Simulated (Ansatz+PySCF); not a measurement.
## singlet ZnCl₂: levels of theory in one basis

```xyz
3

Cl    0.0000    0.0000   -2.0970
Zn    0.0000    0.0000    0.0000
Cl    0.0000    0.0000    2.0970
```

Basis set: def2-SVP (spherical functions). Frozen core: 15 orbitals. Charge 0, multiplicity 1.

Computed with Ansatz (development build ahead of 0.2.0); each method stands on the lowest determinant of its kind that the runs found. NEVPT2 correlates all electrons. Active spaces start from the frontier orbitals, and the lowest solution found is given.

```csv
method,E − E(RHF) (eV),<S²> of the determinant
RHF,0.00,0.00
RHF-MP2,-16.87,–
RHF-CCSD,-16.79,–
"CASSCF(2,2)",-0.23,–
"SC-NEVPT2(2,2)",-17.28,–
```

Q: What does RHF-CCSD(T) give on the same scale?

A: -17.19 eV.

Q: Is a single determinant a sound starting point here?

A: By this sign, yes. Unrestricted orbitals gain 0.00 eV and <S²> is 0.00 against 0.00 for a pure state. The CASSCF(2,2) natural occupations are 1.99, 0.01.

Caution for CASSCF(2,2): other starts end on other solutions of this active space.
